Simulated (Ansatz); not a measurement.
Computed with Ansatz on PBE0-D4/def2-TZVP structures; ΔE is electronic, products minus reactants. CCSD(T)/CBS is the MP2 limit (def2-TZVPP, def2-QZVPP) plus CCSD(T) − MP2 in def2-TZVPP, frozen cores. This one scheme is used for every species. DFT in def2-TZVPP. Elements past krypton have def2 core potentials. For Sb outer-core shells are correlated without core-valence functions, which leaves a few kJ/mol of doubt a bond. Each species was taken in one conformer, which may not be the lowest.

Reaction (cleavage of the Si–Sb bond): `C[SiH](Cl)[SbH2]` + `BS` → `BS[SiH](C)Cl` + `[SbH3]`

`C[SiH](Cl)[SbH2]`:

Cartesian coordinates in Å:
```
C 0.278 -0.602 -1.208
Si -0.580 0.662 -0.145
Cl -2.621 0.320 -0.227
Sb 0.094 0.614 2.338
H -0.082 -0.541 -2.238
H 1.356 -0.422 -1.202
H 0.094 -1.610 -0.832
H -0.360 2.032 -0.679
H 1.745 0.642 1.885
H 0.077 -1.095 2.307
```

`BS`:

```xyz
5

B     0.545    0.077    0.181
S    -1.161   -0.310    0.408
H     1.222    0.034    1.161
H     0.980    0.362   -0.890
H    -1.587   -0.163   -0.859
```

`BS[SiH](C)Cl`:

```xyz
11

B     0.650   -2.055    0.601
S     1.717   -0.642    0.500
Si    0.431    0.586   -0.713
C    -1.032    1.195    0.246
Cl    1.559    2.194   -1.321
H     1.030   -2.981    1.249
H    -0.405   -2.080    0.040
H     0.044   -0.173   -1.923
H    -1.640    0.352    0.582
H    -0.705    1.761    1.120
H    -1.649    1.843   -0.381
```

`[SbH3]`:

Cartesian coordinates in Å:
```
Sb 0.093 -0.271 -0.661
H -0.252 -1.210 0.723
H -1.117 0.860 -0.248
H 1.276 0.621 0.187
```

```csv
species,PBE energy (Eh)
`C[SiH](Cl)[SbH2]`,-1031.35461
`BS`,-424.65226
`BS[SiH](C)Cl`,-1213.99746
`[SbH3]`,-242.01592
```

(1) Work out ΔE.

Largest T1 diagnostic among the species: 0.015.

Answers

(1) ΔE = (-1213.99746) + (-242.01592) − (-1031.35461) − (-424.65226) = -0.00651 Eh = -0.18 eV. CCSD(T)/CBS gives -0.21 eV.

From BLYP to BHLYP (50 % exact exchange), in def2-TZVPP and without D4, ΔE moves by −0.07 eV. Leaving LDA and LC-ωPBE aside and taking each functional with its dispersion term where it has one, the values, not all of them listed here, spread over 0.17 eV, from B97M-V to PBE-D4. LDA lies −0.05 eV from PBE without D4.
